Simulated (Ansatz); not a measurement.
C$_{2}$H$_{8}$FNSi (`NCC[SiH2]F`), relaxed with RKS PBE-D4/def2-SVP in the Gaussian-basis code of Ansatz from a rough embedded geometry. The force threshold is 0.03 eV/Å; the program also tests the step.

Charge 0, multiplicity 1.

Start:

```xyz
13

N     1.367   -1.065   -1.260
C     0.110   -0.755   -0.602
C     0.282    0.544    0.135
Si   -1.164    1.175    1.098
F    -1.673    0.044    2.103
H     2.098   -1.286   -0.614
H     1.236   -2.007   -1.751
H    -0.663   -0.673   -1.308
H    -0.127   -1.563    0.063
H     1.135    0.450    0.874
H     0.643    1.342   -0.570
H    -2.295    1.406    0.086
H    -0.949    2.387    1.747
```

By how much does the energy fall, and how many steps does the optimiser take? (Estimate.)

Computed: 11.30 kcal/mol, in 4 steps.

Which bonds change most? (Estimate.)

Ansatz gave: Si4–H13 from 1.392 to 1.504 Å; C2–H8 from 1.050 to 1.113 Å; Si4–F5 from 1.596 to 1.648 Å; C2–H9 from 1.073 to 1.121 Å.

Give the relaxed structure. (An estimate is asked.)

The calculation gave: 
```xyz
13

N     1.381   -1.110   -1.321
C     0.159   -0.775   -0.589
C     0.324    0.549    0.164
Si   -1.215    1.175    1.039
F    -1.700    0.059    2.150
H     2.137   -1.301   -0.648
H     1.247   -1.992   -1.834
H    -0.665   -0.672   -1.331
H    -0.185   -1.557    0.138
H     1.131    0.459    0.927
H     0.664    1.338   -0.544
H    -2.356    1.370    0.078
H    -0.924    2.457    1.769
```
